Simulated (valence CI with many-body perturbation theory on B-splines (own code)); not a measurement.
**Se XX: key properties**

Level of theory: relativistic CI+MBPT: five valence electrons over a frozen Dirac-Fock core [Ne], radial functions for each j: 11 s, 11 p, 10 d, 8 f, 5 g, 2 h, with the one-electron correlation potential Σ1, the two-electron term Σ2, the three-electron term Σ3, Breit, model QED; selected CI, second order for the rest, scaled by the run's own slope (own B-spline code, finite nucleus).

No measured levels were compared; by estimate levels of excited configurations hold to 0.05 to 0.15 % of their energy, terms of the ground configuration to about 0.5 %. Among the levels kept, up to 3400 cm⁻¹ of a level comes from second order outside the variational space, and about a tenth of that is noise between levels of different J, which matters for small intervals.

Names give the largest LS component (configuration and term), which can be under half, so a name can repeat, a term be missing and a line seem to break the LS rules; names also repeat where a configuration has a term twice.

Rates and lifetimes use the calculated energies. Strong lines usually hold to 10 to 20 %, long lifetimes can be off by a factor of two.

(1) What is the ground level?

(2) How well does LS coupling describe the low levels?

(3) Among levels below 1735300 cm⁻¹, which E1 lines absorb most strongly from the ground level?

(4) Name the longest-lived excited levels whose lifetime is computed, and their main decay.

(5) Where does the other parity begin?

Results:

(1) 3s2 3p3 4S°_3/2, composition 76 % 3s2 3p3 4S° + 16 % 3s2 3p3 2P° + 6 % 3s2 3p3 2D°, g = 1.821.

(2) Among the lowest 20 levels the leading LS term, summed over configurations, holds 77 % on average. For single configurations the figures are 69 % in LS and 60 % in jj coupling. Terms mix most in the J = 1/2 level at 703930 cm⁻¹, where the leading one holds 41 %.

(3) to 3s2 3p2 3d 4P_5/2 at 12.33 nm, f = 0.418; to 3s2 3p2 3d 4P_3/2 at 12.16 nm, f = 0.259; to 3s2 3p2 3d 4P_1/2 at 12.08 nm, f = 0.150.

(4) 3s2 3p3 2D°_5/2 at 88315 cm⁻¹ lives 1.92 ms, mostly by M1 to 3s2 3p3 4S°_3/2; 3s2 3p3 2D°_3/2 at 65144 cm⁻¹ lives 305 μs, mostly by M1 to 3s2 3p3 4S°_3/2; 3s2 3p2 3d 2G_9/2 at 821330 cm⁻¹ lives 150 μs, mostly by M1 to 3s2 3p2 3d 4F_9/2. The lifetime of 3s2 3p2 3d 4F_9/2 is too uncertain to give, and may be longer.

(5) At 3s 3p4 4P_5/2, 458250 cm⁻¹.
